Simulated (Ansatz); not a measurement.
`O[SiH](O)S` → `OO` + `[SiH]S` at 400 K and 1 bar (silylene formation by 1,1-elimination).

Program: Ansatz. Geometries: PBE0-D4/def2-TZVP. ΔE: electronic, gas phase. CCSD(T)/CBS is the MP2 limit (def2-TZVPP, def2-QZVPP) plus CCSD(T) − MP2 in def2-TZVPP, frozen cores. This one scheme is used for every species. One conformer a species, not always the lowest.

```csv
species,CCSD(T)/CBS energy (Eh),H − E (kJ/mol),S (J/(mol·K))
`O[SiH](O)S`,-839.74481,154.4,364.6
`OO`,-151.44260,86.1,239.6
`[SiH]S`,-688.02937,61.1,271.5
```

H − E and S are ideal-gas, rigid-rotor, harmonic terms from PBE0-D4/def2-TZVP, for one conformer and one mirror image of each species. 1 Eh = 2625.50 kJ/mol, R = 8.31446 J/(mol·K).

Q: By hand: ΔE, ΔH, ΔS and ΔG.

A: ΔE = (-151.44260) + (-688.02937) − (-839.74481) = 0.27284 Eh = 716.3 kJ/mol. Δ(H − E) = 86.1 + 61.1 − 154.4 = -7.2, so ΔH = 709.1 kJ/mol. ΔS = 239.6 + 271.5 − 364.6 = 146.5 J/(mol·K). ΔG = 709.1 − 400 × (146.5)/1000 = 650.5 kJ/mol.

Q: By hand: the equilibrium constant, and the temperature at which ΔG would vanish if ΔH and ΔS stayed fixed.

A: log₁₀ K = −ΔG/(RT ln 10) = -84.9. ΔG = 0 at ΔH/ΔS = 4840 K, far beyond where these terms or the molecules hold.

The number of gas molecules changes by +1, which sets the sign of ΔS. A doubt of 5 kJ/mol in ΔE shifts log₁₀ K by 0.7 here. Other conformers and mirror images would add mixing entropy, several J/(mol·K) or more a flexible species. These are equilibria of isolated gas molecules and say nothing of rates. Largest T1 diagnostic: 0.016 (customary marks: 0.02 for closed shells, 0.045 for open ones).
